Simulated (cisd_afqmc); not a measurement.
Input (AFQMC/CISD/aug-cc-pVDZ; cisd_afqmc is a phaseless AFQMC code with CISD trial states that reads the integrals written by Ansatz):

Ansatz 0.2 input:
```python
import cisd_afqmc

open("ham.yaml", "w").write("""\
crystal:
  periodic: [false, false, false]
  atoms:
    - {symbol: B, position_ang: [-0.00000000, -0.00000000, -0.20072794]}
    - {symbol: H, position_ang: [0.00000000, 0.00000000, 1.00363971]}
basis:
  gaussian:
    orbitals: aug-cc-pVDZ
total_charge: 1
magnetization: {spin_polarized: true, initial_magnetization: 1}
correlation: {method: ccsd, electrons: outside_noble_gas, hamiltonian_folder: ham}
""")
rep = cisd_afqmc.ansatz("ham.yaml")
e_ccsd = rep["correlation"]["coupled_cluster"]["energy"]["hartree"]
out = cisd_afqmc.run("ham", e_ccsd, trial="CISD", walkers=200, populations=8, threads=8, dt=0.005, steps=40, early=24, settle=10, least=32,
    cut=5e-5, rank_cut=2e-4, target=0.0004, seconds=1500, seed=1, memory=17280, gpu=False)
```

Output:

```
orbitals 31, occupied [2, 1], factors 135 of 315, rank of the doubles 33 of 88
E(HF) = -24.817014
E(CCSD) on the cut factors = -24.862593, shift to the whole factors 0.000007
Energy of the trial state on the determinant = -24.862456
  tau behind 7.2 of longer steps, mean of the populations' last blocks
   2.0  -24.86329
   4.0  -24.86329
   6.0  -24.86334
   8.0  -24.86356
blocks 333 (3 outliers left out), error by blocks joined: 1: 0.00001, 2: 0.00002, 4: 0.00002, 8: 0.00003, 16: 0.00003
E(AFQMC/CISD) = -24.86333 +/- 0.00003
```
